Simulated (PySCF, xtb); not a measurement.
CH5FOSi, SMILES C[Si@H](O)F. Other conformers were not sampled.

Harmonic wavenumbers (cm⁻¹) from GFN2-xTB in xtb at its own minimum, in rising order: 95, 154, 193, 252, 283, 616, 650, 714, 784, 794, 826, 849, 942, 1386, 1480, 1488, 2411, 3020, 3048, 3054, 3661.

**Question.** What does B3LYP-D3(BJ)/def2-SVP in PySCF give at its own minimum? (Estimate from the structure and the level; the computed values follow.)

**Answer.** 149, 201, 240, 303, 339, 659, 711, 756, 822, 840, 890, 924, 968, 1281, 1430, 1433, 2293, 3030, 3119, 3126, 3876. Paired by order, the mean absolute difference is 64 cm⁻¹ and the zero-point energies are 38.2 and 39.2 kcal/mol.
